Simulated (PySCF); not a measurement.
A structure optimised at B3LYP-D3(BJ)/def2-SVP, used in a PySCF frequency run:

```xyz
12

Si     1.6543     0.9546    -0.5830
C      0.7484    -0.6991    -0.2988
O     -0.6583    -0.5188    -0.4263
Si    -1.7172    -0.3957     0.8572
H      3.1281     0.7536    -0.4422
H      1.3509     1.4651    -1.9490
H      1.1935     1.9511     0.4257
H      1.0761    -1.4353    -1.0542
H      1.0278    -1.1271     0.6850
H     -1.4355     0.8147     1.6871
H     -3.0781    -0.3043     0.2712
H     -1.6069    -1.5973     1.7404
```
Charge 0, spin multiplicity 1.

Task: Write its SMILES and formula.

Result: [SiH3]CO[SiH3], CH8OSi2

Task: What are its rotational constants (standard atomic weights)?

Result: 11.819, 1.8549, 1.7466 GHz
